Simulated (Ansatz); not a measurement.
Program: Ansatz. Geometries: PBE0-D4/def2-TZVP. ΔE: electronic, gas phase. CCSD(T)/CBS adds triple-zeta CCSD(T) − MP2 to the extrapolated MP2 energy (def2 sets, frozen cores). This one scheme is used for every species. DFT in def2-TZVPP. HSE06 is defined as in plane-wave codes. For Zn outer-core shells are correlated without core-valence functions, which leaves a few kJ/mol of doubt a bond. Scalar relativity is left out up to krypton. One conformer a species, not always the lowest.

Reaction (cleavage of the Si–Al bond): `[OH][AlH][SiH3]` + `C[O][Zn][OH]` → `C[O][Zn][O][SiH3]` + `[OH][AlH2]`

(1) Is it downhill or uphill in electronic energy at CCSD(T)/CBS, and by how much? (Estimate.)

(2) What do these levels give: B97M-V, ωB97M-V, B2PLYP, HSE06, BHLYP, CAM-B3LYP, HF/def2-SVP, CCSD/def2-SVP, HF/def2-TZVPP, SCS-MP2/def2-TZVPP, MP2/def2-QZVPP, HF/CBS(def2)? (Best estimate.)

Largest T1 diagnostic among the species: 0.017.

## Answers

(1) The calculation gave: Downhill: ΔE = -1.05 eV.

(2) The calculation gave: B97M-V -1.10, ωB97M-V -1.09, B2PLYP -1.09, HSE06 -0.85, BHLYP -1.18, CAM-B3LYP -1.11, HF/def2-SVP -1.37, CCSD/def2-SVP -1.17, HF/def2-TZVPP -1.37, SCS-MP2/def2-TZVPP -1.20, MP2/def2-QZVPP -1.15, HF/CBS(def2) -1.40 eV.

In def2-TZVPP, CCSD(T) changes the Hartree–Fock value by +0.32 eV (the triples alone add +0.04 eV) and MP2 by +0.22 eV. From PBE to PBE0 (25 % exact exchange), in def2-TZVPP and without D4, ΔE moves by −0.13 eV.
